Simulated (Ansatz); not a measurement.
methanol (CH4O), singlet, geometry from GFN2-xTB; Ansatz (a program for electronic structure) with HF/6-311++G**.

Ansatz was given this input:
Ansatz 0.2 input:
```yaml
crystal:
  periodic: [false, false, false]
  atoms:
    - {symbol: C, position_ang: [-0.05774864, 0.65750333, 0.00623833]}
    - {symbol: O, position_ang: [-0.03498085, -0.74857812, -0.00758921]}
    - {symbol: H, position_ang: [-1.10610419, 0.95010140, 0.00407242]}
    - {symbol: H, position_ang: [0.88017380, -1.04794998, -0.00613415]}
    - {symbol: H, position_ang: [0.42182552, 1.06188832, 0.90433371]}
    - {symbol: H, position_ang: [0.43044352, 1.07956523, -0.87898825]}
basis:
  gaussian:
    orbitals: 6-311++G__.json
hamiltonian:
  xc: hf
```
The basis file holds 6-311++G** in the JSON format of the Basis Set Exchange.

Question: Predict the main parts of the log of this Ansatz run.

Answer: 
```
Functional definition: HF
629 factors; their error is unknown
mean field evaluation 1: about -3129.5169 eV, gradient 3.1e1 eV
mean field evaluation 2: about -3130.9524 eV, gradient 1.8e1 eV
mean field evaluation 4: about -3131.4759 eV, gradient 6.2e-1 eV
mean field evaluation 8: about -3131.4799 eV, gradient 1.1e-1 eV
mean field -3131.47987633 eV, -115.0797628619 hartree, gradient 3.0e-5 eV, S^2 0.000000; 0 other end points of the search recorded, 0 dependent functions left out
reference -3131.47987633 eV, -115.0797628619 hartree; 9, 9 occupied and 63, 63 virtual orbitals, 629 factors
Total energy: -3131.47987633 eV, -115.0797628619 hartree
```
